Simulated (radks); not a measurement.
Values are calculated unless marked as measured or tabulated.
Q: These are the eigenvalues of the occupied orbitals of an atom or ion with whole-number occupations (hartree). Code: a radial shooting solver on a logarithmic mesh with Libxc functionals. Model: Dirac Kohn-Sham, LDA (Slater exchange, Perdew-Wang correlation), spin-unpolarised, spherical densities, finite nucleus; Fermi nuclear charge, rms radius of each element as measured or else 0.836 A^(1/3) + 0.57 fm.

orbital  eigenvalue
1s1/2     -481.5943
2s1/2     -99.95988
2p1/2     -95.46580
2p3/2     -93.97437

Which element is it, and in what charge state? The configuration may be excited. Open shells, if any, are shared by 2j + 1.

A: Z = 33, arsenic, charge +25: As25+ in [He] 2s2 2p4. The list shows which subshells hold electrons but not how many an open one holds; the 1s level, -481.59 hartree, gives Z - s = 31.0 by -(Z - s)^2/2, which with screening and relativity narrows Z to a few neighbours, and the depths of the outer levels then fix element, charge and occupations together.
